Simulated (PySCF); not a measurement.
Shapes and spin states of TiS₂⁻

Level of theory: B3LYP/[Ti def2-SVPD, S def2-SVPD], no relativity, density fitting, PySCF.

Relaxations began from a few typed shapes and spin states; open shells are unrestricted. The search is not exhaustive: other isomers or separated fragments can lie lower, and high-lying points may rest on an excited occupation.

```csv
spin,group,bonds,angles,imaginary modes (cm⁻¹),ΔE (kJ/mol),ΔE with ZPE (kJ/mol)
doublet,C2v,Ti–S 2.166 Å (×2),S–Ti–S 127.4°,none,0.0,0.0
quartet,Cs,"Ti–S 2.181 Å, Ti–S 2.420 Å",S–Ti–S 143.8°,none,136.8,134.7
broken-symmetry Ms = 1/2 (⟨S²⟩ 1.59),C2v,"S–S 2.163 Å, Ti–S 2.380 Å (×2)","S–S–Ti 63.0° (×2), S–Ti–S 54.1°",none,222.2,222.2
```

The lowest minimum found is the doublet C2v: Ti–S 2.166 Å (×2); S–Ti–S 127.4°.

Formally Ti is in oxidation state +3, d1, with 1 unpaired electron. The Mulliken spin on Ti is 1.33. The polar-tensor charge on Ti, 1.25, is far below the formal one.

For the lowest minimum: open d and f shells are described by one determinant, and the ground state may have another occupation or spin. The lowest empty level of this anion is unbound, so it and the gap depend on the basis.
